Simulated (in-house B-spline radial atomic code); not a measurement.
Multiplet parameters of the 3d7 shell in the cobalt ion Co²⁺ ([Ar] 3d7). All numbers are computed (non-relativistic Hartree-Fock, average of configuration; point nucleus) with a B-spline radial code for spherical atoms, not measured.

Slater integrals: F^2 = 94074 cm⁻¹, F^4 = 58458 cm⁻¹. Central-field spin-orbit parameter ζ(3d) = 614.5 cm⁻¹ (bare central field on non-relativistic orbitals, without two-electron terms: too large for light atoms, too small for heavy ones).

Problem. What are Racah's B and C?

Solution. B = F^2/49 - 5F^4/441 = 1257 cm⁻¹, C = 35F^4/441 = 4640 cm⁻¹, C/B = 3.69.

Problem. Where do the terms lie in LS coupling, without spin-orbit interaction?

Solution. In cm⁻¹ above the Hund's-rule term (some of the terms):
| term | expression | energy |
| --- | --- | --- |
| 4F | 0B + 0C | 0 |
| 4P | 15B + 0C | 18856 |
| 2G | 4B + 3C | 18947 |
| 2H | 9B + 3C | 25232 |
| 2F | 24B + 3C | 44089 |

Problem. Is LS coupling a fair picture here?

Solution. Unscaled Hartree-Fock integrals overestimate measured term splittings, because correlation screens the repulsion; fits to spectra scale them down, most for low charges. Here ζ is 0.49 times B, so LS coupling is a fair start, though levels of equal J in close terms still mix.
